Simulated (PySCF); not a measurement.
Coordinates in bohr (charge 0 multiplicity 1):
```
Te    1.5066   -2.6095    0.0000
Te   -3.0132    0.0000    0.0000
Te    1.5066    2.6095    0.0000
```

Computed with PBE/[Te def2-TZVP with ECP28], scalar-relativistic core potentials, density fitting, no spin–orbit coupling, PySCF.

This geometry of Te3 is a stationary point at this level.

(1) What is the point group?

(2) Is it a minimum?

(3) List the harmonic modes with their infrared intensities.

(4) Give the atomic charges and bond orders.

Answers

(1) D3h.

(2) Yes: all harmonic wavenumbers are real.

(3) 
```
symmetry  ω (cm⁻¹)  IR (km/mol, summed over degenerate members)
      e'       168                                          0.1
     a1'       225                                          0.0
```

(4) 
| atom | Mulliken | Löwdin | polar tensor | Mayer order to Te1 |
| --- | --- | --- | --- | --- |
| Te1 | 0.00 | 0.00 | 0.00 | – |
| Te2,3 | 0.00 | 0.00 | 0.00 | 1.09 |
Other Mayer orders above 0.3: Te–Te 1.09.

Other isomers or separated fragments may lie lower.
